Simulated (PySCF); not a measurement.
A series of related molecules.

All values: CAM-B3LYP/def2-SVPD (PySCF) at GFN2-xTB geometries, gas phase, one conformer each. Core orbitals are frozen in the response; Δα² is half the sum of the squared differences of the principal polarisabilities.

Question: Rank by mean static polarisability, highest first.
A. `C=C[C@@H]1OC=C[Si@H]1C`
B. `[Si@@H]1(C)C=CO[C@@H]1CF`
C. `C[Si@H]1C=COC1`

Answer: A (14.60 Å³), B (12.71 Å³), C (11.03 Å³).

All values together:

```tsv
SMILES	change	formula	μ (D)	HOMO (eV)	LUMO (eV)	α (Å³)	Δα (Å³)	electrons	α per electron (Å³)
C[Si@H]1C=COC1	parent	C4H8OSi	1.14	-7.88	1.14	11.03	3.15	54	0.204
C[Si@@H]1C=CO[C@@H]1CF	H on C replaced by CH2F	C5H9FOSi	1.27	-8.12	1.02	12.71	3.09	70	0.182
C=C[C@@H]1OC=C[Si@H]1C	H on C replaced by vinyl	C6H10OSi	1.26	-7.95	1.13	14.60	4.63	68	0.215
C[C@@H]1OC=C[Si@H]1C	H on C replaced by CH3	C5H10OSi	1.04	-7.85	1.23	12.79	3.18	62	0.206
```

Conformers: `[CH3:1][Si@@H:2]1[CH:3]=[CH:4][O:5][C@@H:6]1[CH2:7][F:8]` with O5–C6–C7–F8 177°; `[CH2:1]=[CH:2][C@@H:3]1[O:4][CH:5]=[CH:6][Si@H:7]1[CH3:8]` with C1–C2–C3–O4 -145°.

Give the shifts from the parent, `C[Si@H]1C=COC1`.

| SMILES | change in μ (D) | change in HOMO (eV) | change in LUMO (eV) | change in mean α (Å³) |
| --- | --- | --- | --- | --- |
| C[Si@@H]1C=CO[C@@H]1CF | +0.13 | -0.24 | -0.12 | +1.68 |
| C=C[C@@H]1OC=C[Si@H]1C | +0.12 | -0.07 | -0.01 | +3.57 |
| C[C@@H]1OC=C[Si@H]1C | -0.10 | +0.03 | +0.09 | +1.76 |
